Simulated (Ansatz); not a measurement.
Mulliken charges of H₂OZn, SMILES `[OH][ZnH]` from PBE/def2-TZVPP in Ansatz (PBE0-D4/def2-TZVP geometry).

```
atom   x (Å)   y (Å)   z (Å)  charge (e)
  O1   0.383  -0.976   0.546      -0.438
 Zn2   0.073   0.593  -0.221       0.313
  H3  -0.305  -1.640   0.499       0.184
  H4  -0.095   1.963  -0.844      -0.059
```

**Question.** By hand: the dipole of these point charges (1 e Å = 4.8032 D).

**Answer.** Σ q r = (-0.195, 0.196, -0.167) e Å, of length 0.323 e Å = 1.55 D.

**Question.** How does the dipole of the full density compare? (An estimate is asked.)

**Answer.** Computed: (-0.249, 0.027, -0.124) e Å, 1.34 D; the point charges give 1.16 times that, at 34° from its direction.

Point charges leave out the atoms' own dipoles, such as those of lone pairs, and Mulliken's split depends on the basis, so the two needn't agree.
